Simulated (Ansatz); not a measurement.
Input file for Ansatz (a first-principles code): R-PBE0/def2-TZVPP on KRb, 2S+1 = 1, a spin state set in the input, which need not be the lowest, a point of a bond scan (R = 4.168 Å). Elements past Kr take the def2 small-core potentials; no spin–orbit coupling.

Ansatz 0.2 input:
```yaml
crystal:
  periodic: [false, false, false]
  atoms:
    - {symbol: K, position_ang: [0.00000000, 0.00000000, 0.00000000]}
    - {symbol: Rb, position_ang: [0.00000000, 0.00000000, 4.16846800]}
basis:
  gaussian:
    orbitals: def2-TZVPP
    pivot_positions_ang: [[0.00000000, 0.00000000, 0.00000000], [0.00000000, 0.00000000, 4.16846800]]
hamiltonian:
  xc: {name: PBE0}
output: {forces: true, orbitals: {seedname: ./end}}
```

Program output:

```
WARN ansatz: RAYON_NUM_THREADS=1 ignored (pool sized by the plan → 1); use --threads N
Functional definition: PBE0
integrals: 0.02 GiB planned
597 factors; their error is unknown
mean field: 0.18 GiB planned
mean field evaluation 1: about -16975.2830 eV, gradient 5.1e0 eV
mean field evaluation 2: about -16975.3178 eV, gradient 4.1e0 eV
mean field evaluation 4: about -16975.3735 eV, gradient 6.7e-2 eV
mean field evaluation 8: about -16975.5041 eV, gradient 3.8e-3 eV
mean field -16975.50407847 eV, -623.8382684739 hartree, gradient 7.0e-6 eV, S^2 0.000000; 0 other end points of the search recorded, 0 dependent functions left out
the calculation of the forces begins
reference -16975.50410731 eV, -623.8382695339 hartree; 14, 14 occupied and 59, 59 virtual orbitals, 597 factors
Total energy: -16975.50410731 eV, -623.8382695339 hartree
Atom 0 at     0.000000     0.000000     0.000000 Å, force     0.000000     0.000000     0.007820 eV/Å
Atom 1 at     0.000000     0.000000     4.168468 Å, force    -0.000000    -0.000000    -0.007820 eV/Å
Dipole moment:    -0.000000     0.000000     0.116110 e Å
```

The calculation finished and met its thresholds.

Cost: around 2.5 core-seconds (rough).
